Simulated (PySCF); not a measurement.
**HAsO₂, singlet: structure and spectrum**

All numbers come from PBE0 in PySCF with As def2-TZVP, O def2-TZVP, H def2-TZVP; no relativity; density-fitted integrals.

The structure is a minimum.

Coordinates in bohr (charge 0 multiplicity 1):
```
As    0.3341    0.0000    0.0000
O    -0.8832    2.7752    0.0000
O    -0.8832   -2.7752    0.0000
H     3.2012    0.0000    0.0000
```

| Property | Result |
| --- | --- |
| Point group | C2v |
| Bond lengths | As–H 1.517 Å, As–O 1.604 Å (×2) |
| Bond angles | H–As–O 113.7° (×2), O–As–O 132.6° |
| Principal quadrupole moments (Buckingham, traceless) about the centre of mass | -10.40, 4.36, 6.04 D Å |
| Rotational symmetry number | 2 |
| Zero-point energy | 35.2 kJ/mol |
| Principal polarisabilities | 21.2, 31.8, 40.5 bohr³ |
| Entropy at 298.15 K and 1 bar | 266.6 J/(mol K) |
| Enthalpy at 298.15 K above 0 K | 12.02 kJ/mol |
| Rotational constants | 1.379, 0.2443, 0.2076 cm⁻¹ |
| Atomisation energy without zero-point energy | 1087 kJ/mol |
| Heat capacity Cp at 298.15 K | 51.2 J/(mol K) |
| Lowest empty level | -2.91 eV |
| Dipole moment | 3.09 D |
| Highest occupied level | -9.38 eV |

Harmonic modes (masses in u: As 74.922, O 15.995, H 1.008):
```
symmetry  ω (cm⁻¹)  IR (km/mol)  μ (u)
      a1       317         50.9  18.50
      b1       450          3.5   1.32
      b2       825          9.5   1.05
      a1       987         18.2  16.65
      b2      1095          109  20.13
      a1      2217         38.0   1.02
```

In C2v the vibrations span 3a1 + b1 + 2b2. Here b1 is antisymmetric to the molecular plane and b2 lies in it.

Charges (e):
```json
{"atom": "As1", "Mulliken": "0.88", "Löwdin": "0.67", "polar tensor": "1.33", "Mayer order to As1": "–"}
{"atom": "O2,3", "Mulliken": "-0.49", "Löwdin": "-0.33", "polar tensor": "-0.63", "Mayer order to As1": "1.88"}
{"atom": "H4", "Mulliken": "0.10", "Löwdin": "-0.01", "polar tensor": "-0.07", "Mayer order to As1": "0.83"}
```

Mulliken populations on As1: s 7.36, p 14.18, d 10.50, f 0.08.

Counting electrons, arsenic keeps none of its valence electrons outside its bonds, so the VSEPR class is AX3 and the expected shape is trigonal planar; with unlike ligands the computed point group is C2v.

Only a few start shapes were tried, so a lower isomer may exist.

The final relaxation and frequency run took about 70 core-seconds on a shared host.
